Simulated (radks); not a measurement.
Problem. Radial electron density D(r) = 4 pi r^2 rho(r) of an atom or ion with 38 electrons. Method: Dirac Kohn-Sham, PBEsol, spin-unpolarised, spherical densities, finite nucleus; Fermi nuclear charge, rms radius of each element as measured or else 0.836 A^(1/3) + 0.57 fm; computed with a radial shooting solver on a logarithmic mesh with Libxc functionals.

```
   r/bohr * D(r) (the largest magnitude, 63.5, reaches the edge; | marks zero)
 0.001221 |*
 0.001615 | *
 0.002137 |  *
 0.002828 |   *
 0.003742 |      *
 0.004951 |         *
 0.006551 |              *
 0.008668 |                     *
  0.01147 |                             *
  0.01517 |                                     *
  0.02008 |                                          *
  0.02678 |                                            *
  0.03543 |                                         *
  0.04688 |                                     *
  0.06203 |                                       *
  0.08207 |                                               *
   0.1086 |                                                      *
   0.1437 |                                                *
   0.1901 |                                    *
   0.2515 |                                  *
   0.3328 |                                        *
   0.4404 |                                   *
   0.5827 |                  *
   0.7709 |         *
     1.02 |        *
     1.35 |     *
    1.786 |  *
    2.363 |*
    3.126 |*
    4.137 *
    5.473 *
    7.242 *
```

What is the nuclear charge?

Solution. Z = 41. The innermost maximum, from 1s, lies near gamma/Z bohr with gamma = sqrt(1 - (Z/c)^2) = 0.954, here 0.0233 bohr (found: 0.0255), and its height grows with Z. The density is that of the niobium ion Nb3+ in [Kr] 5s2; the configuration itself is not fixed sharply by these data, and Z only to a few units. D(r) has 3 maxima, at r = 0.0255, 0.112, 0.355 bohr, and minima at 0.0512, 0.227 bohr, inside which lie 2.05, 11.06 electrons.
